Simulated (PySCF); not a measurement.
Identify the compound

Molecular formula: C7H13N. Simulated spectra:

¹H NMR (400 MHz, computed): δ 7.55 (t, 1H), 5.65 (q, 1H), 3.59 (s, 3H), 2.80 (d, 2H), 1.80 (d, 3H), 1.75 (s, 3H).

¹³C{¹H} NMR (computed): δ 165.7 (CH), 137.9 (C), 130.7 (CH), 52.7 (CH2), 50.7 (CH3), 17.5 (CH3), 14.9 (CH3).

Theoretical values (PySCF 2.14.0 with density-fitted response routines): structure optimised with GFN2-xTB, PBE0/pcSseg-1 with gauge-including orbitals. Isolated molecule, equivalent nuclei averaged, relativity neglected, one computed conformer.

Referencing at the same level of theory: TMS for ¹H (31.72 ppm) and ¹³C (186.93 ppm).

Q: Deduce the structure.

A: 
Rings plus π bonds: 2 (no ring in the answer). 7 carbon signals for 7 carbons: no two carbons are equivalent. Carbon types of the structure: 1 × C, 2 × CH, 1 × CH2, 3 × CH3, which accounts for all hydrogens. δC 165.7: C=N carbon. δC 137.9: fully substituted alkene carbon; an sp2 carbon of a C=C bond. δC 130.7: alkene CH; as expected for a trigonal carbon in a double bond. δC 52.7: allylic sp3 CH2; saturated and bonded to C and H only. δC 50.7: methyl carbon bonded to N; deshielded by the electronegative neighbour. δC 17.5, 14.9: allylic methyl carbon; a saturated carbon with 1 carbon neighbour and no heteroatom attached. δH 2.80: hydrogen on an allylic sp3 CH2; allylic position.

Structure: SMILES C/C=C(\C)C/C=N/C.

The shifts were computed for this structure.

Shifts are as computed. Against solution values, carbons near 30 ppm lie about +3 ppm off and those near 130 ppm about +5 ppm. Of 1211 compounds with measured shifts, 218 miss one by over three times the rms of a fit or turn the order of signals round; such compounds aren't used in these exercises. No couplings were computed; multiplicities are counted from neighbouring protons, with m where these are inequivalent, close in shift, in a saturated or five-membered ring or joined by F or P, and br s for small geminal =CH2 splittings.
